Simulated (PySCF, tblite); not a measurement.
Isomers of C8H13OP. Method: GFN2-xTB as coded in tblite; computed harmonic values from a numerical Hessian at the method's own geometry, unscaled. Errors from tens to a few hundred cm⁻¹ against measured bands are possible. One conformer each.

Electronic energies: PBE0/pcSseg-1 single points on the GFN2-xTB geometries (PySCF, gas phase).

```
                  SMILES  electronic energy, lowest = 0 (kcal/mol)
      C=CP(CC(C)=O)C1CC1                                      28.3
C#CC[P@@]1(=O)CCC[C@H]1C                                      15.9
     CC(C)P1(=O)C=CCC=C1                                       0.0
C#C[P@](=O)(C(=C)C)C(C)C                                      36.4
      C=C(C)P1CCC(=O)CC1                                       4.3
  CC1=C[P@@]1(=O)C1CCCC1                                      22.1
    C=[P@](C)(CC)c1ccco1                                      40.6
```

How do GFN2-xTB zero-point energies change the relative energies?

```
                  SMILES  ZPE (kcal/mol)  of it from modes above 1550 cm⁻¹  electronic (kcal/mol)  with ZPE, lowest = 0 (kcal/mol)  lowest mode (cm⁻¹)  rings
     CC(C)P1(=O)C=CCC=C1           118.7                              60.7                    0.0                              0.0                  48      1
      C=C(C)P1CCC(=O)CC1           119.0                              60.6                    4.3                              4.5                  47      1
C#CC[P@@]1(=O)CCC[C@H]1C           118.6                              59.1                   15.9                             15.8                  60      1
  CC1=C[P@@]1(=O)C1CCCC1           119.9                              58.1                   22.1                             23.3                  7i      2
      C=CP(CC(C)=O)C1CC1           116.9                              61.4                   28.3                             26.5                  36      1
C#C[P@](=O)(C(=C)C)C(C)C           116.4                              62.2                   36.4                             34.0                  49      0
    C=[P@](C)(CC)c1ccco1           116.0                              58.6                   40.6                             37.9                  37      1
```

The zero-point energies span 3.9 kcal/mol, from `C=[P@](C)(CC)c1ccco1` to `CC1=C[P@@]1(=O)C1CCCC1`. Slightly imaginary modes are left out of the zero-point energy: `CC1=C[P@@]1(=O)C1CCCC1` 6.6i cm⁻¹. The order is unchanged.

And how do the electronic energies of GFN2-xTB itself compare?

`CC(C)P1(=O)C=CCC=C1` 0.0; `C=C(C)P1CCC(=O)CC1` 29.7; `C#CC[P@@]1(=O)CCC[C@H]1C` 6.6; `CC1=C[P@@]1(=O)C1CCCC1` 27.2; `C=CP(CC(C)=O)C1CC1` 53.2; `C#C[P@](=O)(C(=C)C)C(C)C` 35.4; `C=[P@](C)(CC)c1ccco1` 53.0 kcal/mol, lowest = 0. Against the energies above, taken from the same isomer `CC(C)P1(=O)C=CCC=C1`, the largest difference is 25.4 kcal/mol.

What do entropy and thermal enthalpy add at 298.15 K and 1 bar (rigid rotor, harmonic oscillator, one conformer each)?

| SMILES | point group | symmetry number | S (cal/(mol K)) | H − H(0) (kcal/mol) | ZPE + H − H(0) − TS (kcal/mol) |
| --- | --- | --- | --- | --- | --- |
| CC(C)P1(=O)C=CCC=C1 | Cs | 1 | 104.3 | 7.80 | 95.4 |
| C=C(C)P1CCC(=O)CC1 | C1 | 1 | 104.5 | 7.68 | 95.5 |
| C#CC[P@@]1(=O)CCC[C@H]1C | C1 | 1 | 104.0 | 7.84 | 95.4 |
| C=CP(CC(C)=O)C1CC1 | C1 | 1 | 113.5 | 8.53 | 91.6 |
| C#C[P@](=O)(C(=C)C)C(C)C | C1 | 1 | 114.9 | 9.19 | 91.3 |
| C=[P@](C)(CC)c1ccco1 | C1 | 1 | 108.5 | 8.27 | 92.0 |

Not tabulated: `CC1=C[P@@]1(=O)C1CCCC1` (lowest mode only 7i cm⁻¹).
